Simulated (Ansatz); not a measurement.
Born–Oppenheimer molecular dynamics of CH₇AlSSi (11 atoms, charge 0, multiplicity 1). It starts at the highest image of a converged band. Of that band: Neighbouring images differ by up to 1.3 eV, so the band resolves the path poorly. A vibrational analysis at the climbing image gives one clearly imaginary mode, 187i cm⁻¹, and a faint second one (29i cm⁻¹) that may be numerical noise or a soft torsion: probably a first-order saddle point.

Computed with UKS PBE-D4/def2-SVP in Ansatz 0.2.0.

```
ensemble                      : NVE (velocity Verlet)
time step                     : 0.5 fs
steps asked                   : 200
starting velocities drawn for : 300 K
seed                          : 9791
```

First frame:

```xyz
11
Properties=species:S:1:pos:R:3
C -1.987 0.767 0.179
Al -1.311 -0.084 -1.518
S 1.061 -1.686 1.138
Si 2.052 -0.416 -0.314
H -2.983 0.357 0.467
H -1.330 0.680 1.074
H -2.133 1.860 0.008
H -0.193 -1.228 0.860
H 1.279 0.872 -0.454
H 3.416 -0.134 0.250
H 2.195 -1.046 -1.669
```

**Question.** How far do the bonds stretch over the last three quarters of this one trajectory? (Pairs bonded in most of those frames.)

**Answer.** 
```csv
bond,mean (Å),spread (Å),shortest,longest
C1–Al2,2.018,0.006,2.00,2.04
C1–H5,1.120,0.034,1.06,1.17
C1–H6,1.115,0.021,1.08,1.15
C1–H7,1.116,0.022,1.07,1.16
S3–Si4,2.173,0.015,2.15,2.20
S3–H8,1.370,0.020,1.34,1.40
Si4–H9,1.519,0.060,1.43,1.61
Si4–H10,1.518,0.079,1.40,1.63
Si4–H11,1.500,0.013,1.48,1.52
```

Mean temperature of the second half: 264 K. The conserved energy stayed within 0.27 meV per atom of its start (net change 0.15 meV per atom), so the integration is sound. A run of 0.1 ps of so small a system gives no equilibrium averages. The orbitals stay closed-shell, which can raise the energy where a bond breaks towards radicals; this wasn't checked here.

Time of the run: 5.6 min on 2 threads of Intel(R) Xeon(R) 6975P-C (Granite Rapids), with other jobs on the host, peak memory 0.19 GiB.
